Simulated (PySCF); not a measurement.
PdF₃⁻: breathing scan

Method: PBE0 in PySCF with Pd def2-SVPD with ECP28, F def2-SVPD; scalar-relativistic core potentials, no spin–orbit coupling; density-fitted integrals.

Rigid scan from the singlet minimum (Pd–F 1.930 Å, Pd–F 1.944 Å (×2); F–Pd–F 95.6° (×2), F–Pd–F 168.8°). Coordinate: all bonds to the central atom scaled together. Energies in kJ/mol from the minimum.

| scale of all bonds to the centre | E (kJ/mol) | dipole size (D, about the centre of mass) |
| --- | --- | --- |
| 0.88 | 231.9 | 2.38 |
| 0.92 | 87.8 | 2.60 |
| 0.96 | 18.8 | 2.82 |
| 1.00 | 0.0 | 3.01 |
| 1.04 | 14.2 | 3.20 |
| 1.08 | 49.8 | 3.37 |
| 1.14 | 125.7 | 3.60 |
| 1.22 | 243.2 | 3.87 |
| 1.35 | 425.9 | 4.23 |

At long bonds a restricted determinant can lie too high, and another spin state can fall below this curve.

Stability towards spin polarisation was not tested.
